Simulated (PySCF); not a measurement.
## Cost of excited-state runs on `CB(C)C1=C[C@H]2C=C[C@@H]1C=C2`, C$_{10}$H$_{13}$B

Mapped SMILES: `[CH3:1][B:2]([CH3:3])[C:4]1=[CH:5][C@@H:6]2[CH:7]=[CH:8][C@H:9]1[CH:10]=[CH:11]2`. Each H is labelled by its parent atom.

PySCF with density fitting, on 1 thread of an Intel Xeon 6975P-C, shared host. Command: `OMP_NUM_THREADS=1 python excited_run.py task.json out`

Q: How long does each of these runs take, and how much memory?
- first hyperpolarisability, CAM-B3LYP/def2-SVPD; writes grids
- excited states, CAM-B3LYP/def2-SVPD; Tamm-Dancoff; spin-orbit couplings; 6 states; 5 triplets; quadratic response for 4 states; writes grids
- excited states, CAM-B3LYP/def2-SVPD; two-photon moments; 8 states; quadratic response for 6 states; 0 triplets

A: 
| run | level | basis functions | wall time | peak memory (GiB) |
| --- | --- | --- | --- | --- |
| first hyperpolarisability | CAM-B3LYP/def2-SVPD | 324 | 2.2 min | 1.6 |
| excited states | CAM-B3LYP/def2-SVPD | 324 | 2.5 min | 1.6 |
| excited states | CAM-B3LYP/def2-SVPD | 324 | 2.5 min | 1.6 |

Times from a shared host are rough.
